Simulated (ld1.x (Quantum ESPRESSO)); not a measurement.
arsenic: one change to a TM potential, before and after

* Element: arsenic
* Generator: ld1.x (Quantum ESPRESSO) 7.5
* Type: norm-conserving Troullier–Martins (Kleinman–Bylander form)
* Functional: PBE
* Relativity: scalar-relativistic
* Frozen core: [Ar] 3d10
* Valence charge: 5
* Reference configuration: 4s2 4p3
* Partial waves: 4p (bound): rc 2.10 bohr; 4s (bound): rc 1.20 bohr
* Local potential: the s channel
* Core correction: none

All-electron outer shells of the reference configuration (PBE, scalar-relativistic, ld1.x):

```json
{"shell": "3p", "level (eV)": "-133.68", "outermost node (bohr)": "0.22", "outermost maximum (bohr)": "0.52"}
{"shell": "3d", "level (eV)": "-40.65", "outermost node (bohr)": "–", "outermost maximum (bohr)": "0.47"}
{"shell": "4s", "level (eV)": "-14.49", "outermost node (bohr)": "0.73", "outermost maximum (bohr)": "1.61"}
{"shell": "4p", "level (eV)": "-5.19", "outermost node (bohr)": "0.78", "outermost maximum (bohr)": "2.00"}
```

Change: all radii scaled by about 1.38 (s 1.66, p 2.90 bohr).

Cutoffs: the cutoffs (Ry, on a coarse ladder) from which the occupation-weighted sum of valence levels, in a spherical-Bessel basis at the reference potential, stays within 10 and 1 mRy of its value at 400 Ry; they do not see the model core or the augmentation charge, which bear on the density cutoff. Errors are all-electron minus pseudo energies relative to the spin-unpolarised reference configuration.

**Question.** Predict the effect on cutoff, ghosts and configuration errors.

**Answer.** The potential gets softer (70 Ry and 160 Ry → 35 Ry and 50 Ry); both files keep a bound ghost (p); of the 7 tests that both files solve, the error grows in 3 and shrinks in 2 by more than 15 % and 0.3 meV (median size 5.7 → 44.4 meV). A larger radius leaves more room for a smooth pseudo-wave, so fewer plane waves are needed.

| quantity | base | changed |
| --- | --- | --- |
| cutoff, loose | 70 Ry | 35 Ry |
| cutoff, tight | 160 Ry | 50 Ry |
| loose cutoff by channel (10 mRy a level) | p 21 Ry, s 50 Ry | p 15 Ry, s 18 Ry |
| bound ghosts | p | p |
| error for 4s2 4p2, meV [ΔE 9.15 eV] | -5.1 | -7.2 |
| error for 4s2 4p1, meV [ΔE 27.07 eV] | -18 | -44 |
| error for 4s2 4p0, meV [ΔE 54.77 eV] | +5.7 | -123 |
| error for 4s2 4p2.5, meV [ΔE 3.56 eV] | -1.4 | -1.5 |
| error for 4s1 4p0, meV [ΔE 105.42 eV] | +144 | -46 |
| error for 4s2 4p3.3, meV [ΔE -1.23 eV] | 0.0 | +0.1 |
| error for 4s0 4p5, meV [ΔE 19.06 eV] | +88 | +51 |

 A true bound ghost makes a file unfit for plane-wave use even where its test errors are small: the radial tests pick states by their node count and pass the ghost by.
